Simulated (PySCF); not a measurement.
Job file and geometry (Å, from GFN2-xTB) of an NMR shielding run on SMILES F[C@H]1CBC/C1=C\[SiH3], C$_{5}$H$_{10}$BFSi, GIAO PBE0/pcSseg-1 NMR shielding, non-relativistic, gas phase (PySCF); density fitting, a coarse starting grid and PySCF grid level 2 are the driver's defaults:

```
$ OMP_NUM_THREADS=1 python probes_run.py task.json out

{"job": {"kind": "nmr", "xc": "PBE0", "basis": "pcSseg-1"}, "charge": 0, "multiplicity": 1}
F     -1.399923     0.801723    -1.980706
C     -1.236270     0.919376    -0.599905
C     -2.330770     0.106092     0.103365
B     -1.666684    -1.279279     0.457149
C     -0.130319    -1.146601     0.154389
C      0.086463     0.297445    -0.208542
C      1.243180     0.948877    -0.183219
Si     2.893554     0.182362     0.286414
H     -1.279068     1.997174    -0.402860
H     -2.635525     0.625726     1.015013
H     -3.220771     0.055890    -0.525538
H     -2.217162    -2.221826     0.867280
H      0.119532    -1.767508    -0.713809
H      0.554188    -1.466562     0.940964
H      1.238264     1.994625    -0.467163
H      3.943477     1.186004     0.104419
H      3.173944    -0.987150    -0.551513
H      2.855132    -0.240051     1.692604
```

Task: Write the output of this run.

Result: 
```
coarse grid: 15432 points
cycle   1  E = -610.0333743065  dE =  8.420e-01  |g| = 5.859e-01  |ddm| = 3.807e+00
cycle   2  E = -610.0057827160  dE =  2.759e-02  |g| = 7.423e-01  |ddm| = 1.115e+00
cycle   3  E = -610.1039314587  dE = -9.815e-02  |g| = 8.131e-02  |ddm| = 6.478e-01
cycle   4  E = -610.1048711068  dE = -9.396e-04  |g| = 3.985e-02  |ddm| = 1.021e-01
cycle   5  E = -610.1052218520  dE = -3.507e-04  |g| = 1.006e-02  |ddm| = 4.846e-02
cycle   6  E = -610.1052407305  dE = -1.888e-05  |g| = 4.706e-03  |ddm| = 1.172e-02
cycle   7  E = -610.1052460432  dE = -5.313e-06  |g| = 5.144e-04  |ddm| = 4.291e-03
final grid: 144504 points
cycle   8  E = -610.1578574669  dE = -4.521e-05  |g| = 8.170e-03  |ddm| = 3.465e-02
cycle   9  E = -610.1578468356  dE =  1.063e-05  |g| = 1.100e-02  |ddm| = 1.949e-02
cycle  10  E = -610.1578740352  dE = -2.720e-05  |g| = 1.371e-03  |ddm| = 1.115e-02
cycle  11  E = -610.1578743748  dE = -3.396e-07  |g| = 3.495e-04  |ddm| = 1.333e-03
cycle  12  E = -610.1578743991  dE = -2.424e-08  |g| = 1.549e-04  |ddm| = 3.812e-04
cycle  13  E = -610.1578744044  dE = -5.324e-09  |g| = 2.876e-05  |ddm| = 1.580e-04
cycle  14  E = -610.1578744046  dE = -1.676e-10  |g| = 5.979e-06  |ddm| = 3.535e-05
converged SCF energy = -610.1578744046

GIAO shielding tensors (ppm)
atom      isotropic    diamagn.    paramagn.     s11        s22        s33       span
  0 F      347.203     474.576    -127.373    272.691    371.149    397.769    125.078
  1 C       84.073     241.141    -157.068     63.170     81.922    107.128     43.958
  2 C      144.374     256.258    -111.884    129.423    140.112    163.587     34.165
  3 B        4.329     188.586    -184.257    -68.753    -30.011    111.750    180.502
  4 C      148.034     251.698    -103.663    131.795    153.260    159.048     27.253
  5 C       11.010     263.940    -252.930   -106.930     15.813    124.149    231.079
  6 C       62.479     256.528    -194.049    -39.667     60.105    166.998    206.665
  7 Si     437.295     880.360    -443.065    417.163    426.418    468.304     51.141
  8 H       26.200      31.702      -5.502     24.827     25.090     28.684      3.857
  9 H       29.973      29.987      -0.015     25.525     28.379     36.014     10.488
 10 H       29.339      28.964       0.375     25.138     28.560     34.318      9.180
 11 H       23.252      28.959      -5.707     17.612     25.441     26.702      9.091
 12 H       29.116      30.210      -1.094     25.344     27.433     34.572      9.228
 13 H       29.160      31.950      -2.789     24.487     30.088     32.905      8.418
 14 H       25.318      32.897      -7.579     23.198     23.932     28.823      5.625
 15 H       27.597      28.488      -0.892     24.259     25.727     32.804      8.545
 16 H       27.487      29.199      -1.712     24.167     26.331     31.962      7.796
 17 H       27.513      29.281      -1.767     24.229     26.217     32.094      7.865
```

Size and cost of the density-fitted run: 193 basis functions, 35 s wall time on 1 thread of an Arm Neoverse V1, shared host; peak memory 0.86 GiB.
